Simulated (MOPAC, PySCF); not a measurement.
Potential energy curve for SeH, doublet.

Levels of theory: PM7, unrestricted, heats of formation (MOPAC); UMP2 = MP2 on UHF/cc-pVDZ, 9 core orbitals frozen run with PySCF; UCCSD(T) = PySCF with CCSD(T) on UHF/cc-pVDZ, 9 core orbitals frozen.

Energies relative to the lowest point of each curve near equilibrium, in eV:

| R / Å | PM7 | UMP2 |
|---|---|---|
| 1.17 | 1.161 | 1.702 |
| 1.24 | 0.615 | 0.876 |
| 1.33 | 0.195 | 0.273 |
| 1.38 | 0.070 | 0.101 |
| 1.42 | 0.017 | 0.028 |
| 1.47 | 0.000 | 0.000 |
| 1.52 | 0.031 | 0.030 |
| 1.55 | 0.070 | 0.070 |
| 1.64 | 0.262 | 0.267 |
| 1.70 | 0.439 | 0.445 |
| 1.81 | 0.838 | 0.843 |

Predict the corresponding UCCSD(T) column.

1.17: 1.743; 1.24: 0.911; 1.33: 0.296; 1.38: 0.117; 1.42: 0.037; 1.47: 0.000; 1.52: 0.019; 1.55: 0.053; 1.64: 0.225; 1.70: 0.383; 1.81: 0.722 (eV).

The scan ran from 1.17 to 5.92 Å; beyond the distances shown one of the unrestricted levels run for this scan, shown here or not, changes its spin distribution in one step.
